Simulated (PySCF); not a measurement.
**CaF₂: adding exact exchange**

Base calculation in PySCF with density fitting and no spin–orbit coupling, PBE/def2-TZVP (no relativity): singlet, C2v, Ca–F 1.999 Å (×2); F–Ca–F 139.3°; wavenumbers 88, 515, 584 cm⁻¹; dipole moment 4.66 D, gap between the highest occupied and lowest empty levels 4.60 eV, polar-tensor charge of Ca 1.72 e, atomisation energy (no zero-point energy) 1161 kJ/mol.

Question: What changes on going to PBE0/def2-TZVP (no relativity)?

Answer: The point group stays the same. Changes: mean bond to Ca -0.003 Å, smallest bond angle +5.8 degrees, highest wavenumber +15 cm⁻¹, lowest wavenumber -9 cm⁻¹, dipole moment -0.45 D, gap between the highest occupied and lowest empty levels +2.53 eV, polar-tensor charge of Ca +0.09 e, atomisation energy (no zero-point energy) -65 kJ/mol. The new structure has Ca–F 1.996 Å (×2); F–Ca–F 145.1°, with wavenumbers 79, 517, 599 cm⁻¹. Exact exchange shortens and stiffens the bonds and opens the gap, the usual pattern.

The structures come from searches over a few start shapes, so lower isomers are not excluded.
